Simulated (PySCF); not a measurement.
Radial density of Sr (strontium, neutral)

UHF, [Kr] 5s2, closed-shell 1S. Calculation: PySCF 2.14, in x2c-TZVPall; the spin-free X2C one-electron Hamiltonian (Gaussian nucleus).

| r (bohr) | 4πr²ρ (e/bohr) |
| --- | --- |
| 0.0417 | 42.59 |
| 0.0701 | 42.12 |
| 0.118 | 57.55 |
| 0.198 | 39.30 |
| 0.334 | 38.87 |
| 0.561 | 29.17 |
| 0.944 | 8.182 |
| 1.59 | 5.581 |
| 2.67 | 1.098 |
| 4.49 | 0.4921 |
| 7.56 | 0.09053 |
| 12.7 | 0.0009118 |

Densities and radii are taken from the X2C orbitals without a picture-change correction, which distorts them close to the nucleus.
